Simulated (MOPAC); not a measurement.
Input for MOPAC: PM7 on LiS+, 2S+1 = 3, a spin state set in the input, which need not be the lowest, a point of a bond scan (R = 2.600 Å). Charge +1.

```
PM7 1SCF PRECISE CHARGE=1 UHF MS=1 THREADS=1
LiS

Li     0.00000000 1     0.00000000 1     0.00000000 1
S      0.00000000 1     0.00000000 1     2.60002300 1
```

It printed:

```
*******************************************************************************
 **                                                                           **
 **                              MOPAC v23.2.5                                **
 **                                                                           **
 *******************************************************************************
 ** MOPAC's Digital Object Identifier: https://doi.org/10.5281/zenodo.6511958 **
 **                                                                           **
 ** Please cite the open-source release paper for use of this MOPAC version:  **
 ** J. E. Moussa and J. J. P. Stewart (2026)                                  **
 ** MOPAC: An open-source semiempirical molecular orbital program             **
 ** J. Open Source Softw., 11(119), 8025, https://doi.org/10.21105/joss.08025 **
 *******************************************************************************

                              PM7 CALCULATION RESULTS

 *******************************************************************************
 *  PM7        - The PM7 Hamiltonian to be used
 *  UHF        - UNRESTRICTED HARTREE-FOCK CALCULATION
 *
 *
 *
 *                 CHARGE ON SYSTEM = +1
 *
 *
 *
 *  MS=        - IN MECI, MAGNETIC COMPONENT OF SPIN =  1.0
 *  PRECISE    - TIGHTER CRITERIA TO BE USED
 *  1SCF       - DO 1 SCF AND THEN STOP
 *  THREADS=1  - MULTI-THREADING NOT USED
 *  T=         - A TIME OF 172800.0 SECONDS REQUESTED
 *  DUMP=N     - RESTART FILE WRITTEN EVERY 7200.0 SECONDS REQUESTED
 *******************************************************************************
PM7 1SCF PRECISE CHARGE=1 UHF MS=1 THREADS=1
 LiS

   ATOM   CHEMICAL          X               Y               Z
  NUMBER   SYMBOL      (ANGSTROMS)     (ANGSTROMS)     (ANGSTROMS)

     1      Li          0.00000000  *   0.00000000  *   0.00000000  *
     2       S          0.00000000  *   0.00000000  *   2.60002300  *



          CARTESIAN COORDINATES

    NO.       ATOM           X           Y           Z

     1        Li          0.0000      0.0000      0.0000
     2         S          0.0000      0.0000      2.6000

 General Reference for PM7:
 "Optimization of Parameters for Semiempirical Methods VI: More Modifications to the
 NDDO Approximations and Re-optimization of Parameters", J. J. P. Stewart, J. Mol. Mod., 1:32, 19 (2013)
 https://link.springer.com/article/10.1007/s00894-012-1667-x

           Empirical Formula: Li S  =     2 atoms



      MOLECULAR POINT GROUP   :   C*v


          UHF CALCULATION, NO. OF ALPHA ELECTRONS =    4
                           NO. OF BETA  ELECTRONS =    2

 -------------------------------------------------------------------------------
 PM7 1SCF PRECISE CHARGE=1 UHF MS=1 THREADS=1
 LiS



     1SCF WAS SPECIFIED, SO BFGS WAS NOT USED
     SCF FIELD WAS ACHIEVED


                              PM7 CALCULATION
                                                       MOPAC v23.2.5 Linux




          FINAL HEAT OF FORMATION =        203.45794 KCAL/MOL =     851.26803 KJ/MOL


          COSMO AREA              =         91.70 SQUARE ANGSTROMS
          COSMO VOLUME            =         75.41 CUBIC ANGSTROMS

          IONIZATION POTENTIAL    =         14.391483 EV
          ALPHA SOMO LUMO (EV)    =        -14.837 -5.867
          BETA  SOMO LUMO (EV)    =        -14.391 -7.351
          NO. OF ALPHA ELECTRONS  =          4
          NO. OF BETA  ELECTRONS  =          2
          MOLECULAR WEIGHT        =         39.0000         POINT GROUP:  C*v

          MOLECULAR DIMENSIONS (Angstroms)

            Atom       Atom       Distance
            S     2   Li     1     2.60002
            S     2   Li     1     0.00000
           Li     1    S     2     0.00000


          SCF CALCULATIONS        =          1





   ATOM   CHEMICAL          X               Y               Z
  NUMBER   SYMBOL      (ANGSTROMS)     (ANGSTROMS)     (ANGSTROMS)

     1      Li          0.00000000  *   0.00000000  *   0.00000000  *
     2       S          0.00000000  *   0.00000000  *   2.60002300  *

                             CARTESIAN COORDINATES

   1   Li        0.000000000     0.000000000     0.000000000
   2    S        0.000000000     0.000000000     2.600023000


           Empirical Formula: Li S  =     2 atoms



      MOLECULAR POINT GROUP   :   C*v


          ALPHA EIGENVALUES
 -30.31122 -15.00970 -15.00970 -14.83737  -5.86683  -5.86683  -5.59038  -5.59038
  -5.51800  -4.04406  -1.42257  -1.42257  -1.41076


           BETA EIGENVALUES
 -24.37067 -14.39148  -7.35146  -7.35146  -5.21618  -5.16231  -5.16231  -5.10891
  -5.10891  -4.02090  -1.45671  -1.45671  -1.44504


              NET ATOMIC CHARGES AND DIPOLE CONTRIBUTIONS

  ATOM NO.   TYPE          CHARGE      No. of ELECS.   s-Pop       p-Pop       d-Pop
    1         Li           0.927759        0.0722     0.07195     0.00029
    2          S           0.072241        5.9278     1.98393     3.90984     0.03399
 DIPOLE           X         Y         Z       TOTAL
 POINT-CHG.     0.000     0.000    -9.364     9.364
 HYBRID         0.000     0.000     0.626     0.626
 SUM            0.000     0.000    -8.738     8.738


          ATOMIC ORBITAL ELECTRON POPULATIONS

     Atom    s        px        py        pz      x^2-y^2     xz        z^2       yz        xy
    1 Li   0.07195   0.00000   0.00000   0.00029
    2  S   1.98393   0.99276   0.99276   1.92432   0.00000   0.00724   0.01952   0.00724   0.00000


                    (SZ)    =    1.000000
                    (S**2)  =    2.005592


          ATOMIC ORBITAL SPIN POPULATIONS

    Atom   Total    s     px     py     pz   x^2-y^2  xz     z^2    yz     xy
         Atomic
    1 Li -0.0097 -0.010  0.000  0.000 -0.000
    2  S  2.0097  0.005  0.993  0.993 -0.002  0.000  0.007  0.006  0.007  0.000

 **********************
 *                    *
 * JOB ENDED NORMALLY *
 *                    *
 **********************




 == MOPAC DONE ==
```

The run finished.

Cost: around 0.010 core-seconds (rough).
